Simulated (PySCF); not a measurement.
SMILES N[SiH2]F at its PBE/def2-SVP optimised geometry (Å):

```
7

N      0.9484    -0.4093     0.0000
Si    -0.7740    -0.4093     0.0000
F     -1.4700     1.0848     0.0000
H      1.4680    -0.1582    -0.8442
H      1.4700    -0.1482     0.8399
H     -1.2329    -1.0823     1.2566
H     -1.2288    -1.0848    -1.2569
```

Calculation: PySCF with PBE/def2-TZVP. Cells within 0.4 Å of a nucleus heavier than hydrogen are left out (blank, or x).

Map of the deformation density (molecule minus spherical neutral atoms) (e/bohr³) on the plane z = 0.0 Å:

```
|11111111111111111111111111111|
|11111111111111111111111111111|
|11111111111111111111111111111|
|11111111111111111111111111111|
|11111111111111111111111111111|
|11111111122111111111111111111|
|11111111122211111111111111111|
|11112111122221111111111111111|
|11122112332221111111111111111|
|1112222xxx3221111111111111111|
|1112223xxx3221111111111111111|
|11112223x25311112211111111111|
|11111223565211122221111111111|
|11111122343101244322111111111|
|11111111112112467752111111111|
|1111110001xxx2589xxx111111111|
|1111110001xxx2589xxx111111111|
|11111110011x11468xx7211111111|
|11111111111000245664211111111|
|11111111111000123333221111111|
|11111111111000112222221111111|
|11111111111111112222221111111|
|11111111111111111222221111111|
|11111111111111111111111111111|
|11111111111111111111111111111|
|11111111111111111111111111111|
|11111111111111111111111111111|
|11111111111111111111111111111|
|11111111111111111111111111111|
```
Scale: ten equal steps from -0.018 (start of '0') to 0.075 (end of '9'), in the order '0123456789'; x runs from -3.50 to 3.50, y from -3.50 (bottom) to 3.50 (top).
